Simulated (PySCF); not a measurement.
# Shapes and spin states of MoH3

Method: PBE0/[Mo def2-TZVP with ECP28, H def2-TZVP], scalar-relativistic core potentials, density fitting, no spin–orbit coupling, PySCF.

Relaxations began from a few typed shapes and spin states; open shells are unrestricted. The search is not exhaustive: other isomers or separated fragments can lie lower, and high-lying points may rest on an excited occupation.

| spin | group | bonds | angles | imaginary modes (cm⁻¹) | ΔE (kJ/mol) | ΔE with ZPE (kJ/mol) |
| --- | --- | --- | --- | --- | --- | --- |
| quartet | C3v | Mo–H 1.695 Å (×3) | H–Mo–H 107.4° (×3) | none | 0.0 | 0.0 |
| broken-symmetry Ms = 1/2 (⟨S²⟩ 1.76) | C3v | Mo–H 1.687 Å (×3) | H–Mo–H 106.7° (×3) | none | 73.8 | 74.8 |
| quartet | C2v | Mo–H 1.702 Å (×2), Mo–H 1.825 Å | H–Mo–H 80.8°, H–Mo–H 139.6° (×2) | 998i | 158.5 | – |
| quartet | C2v | Mo–H 1.665 Å, Mo–H 1.785 Å (×2) | H–Mo–H 104.5° (×2), H–Mo–H 150.9° | 358i, 140i | 164.6 | – |

The lowest minimum found is the quartet C3v: Mo–H 1.695 Å (×3); H–Mo–H 107.4° (×3).

Formally Mo is in oxidation state +3, d3, with 3 unpaired electrons (the high-spin count). The Mulliken spin on Mo is 3.43. The polar-tensor charge on Mo, 1.02, is far below the formal one.

For the lowest minimum: with open d or f shells other occupations or spin states may lie lower.
